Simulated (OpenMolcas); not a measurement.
Br2+: Slater's ratio, worked from levels

```json
{
 "Program": "OpenMolcas",
 "Basis": "ANO-RCC-VTZP [6s5p3d1f]",
 "Scalar Hamiltonian": "DKH2, point nucleus",
 "Active space": "5 electrons in 9 orbitals (RAS2 4s 4p; RAS3 4d, at most 2 electrons)",
 "State averaging": "2S+1 = 4 odd, 1 root; 2S+1 = 2 odd, 11 roots; 2S+1 = 4 even, 7 roots kept (CI in the orbitals of an earlier block); 2S+1 = 2 even, 3 roots kept (CI in the orbitals of an earlier block)",
 "Spin-orbit coupling": "state interaction with AMFI integrals over the reference wave functions, term energies averaged over their components"
}
```

Methods: RASSCF; MS-RASPT2, IPEA 0.25 Eh, imaginary shift 0.1 Eh (closed shells correlated: 3d).

**Slater's ratio.** With one set of orbitals, p3 has 2D* - 4S* = 9 F2 and 2P* - 2D* = 6 F2 (F2 = F²/25), a ratio of 2/3. Term energies are centres of gravity, weighted by 2J + 1.

| Source | 2D* - 4S* | 2P* - 4S* | F2 from the first | Ratio |
| --- | --- | --- | --- | --- |
| RASSCF | 20256 | 32417 | 2251 | 0.600 |
| MS-RASPT2 | 17002 | 29387 | 1889 | 0.728 |

Energies in cm-1. A ratio away from 2/3 shows effects beyond one configuration with one set of orbitals, and in heavier atoms second-order spin-orbit shifts.

Over all roots computed the reference weight is 0.93 to 0.99 in MS-RASPT2; the roots of lowest weight are the least certain, and an intruder state may touch them. The run also gave levels led by 4s2 4p2 4d, which use shells meant for correlation; these and all levels above them are left out. Levels of configurations outside the active space are missing.

* marks odd parity.
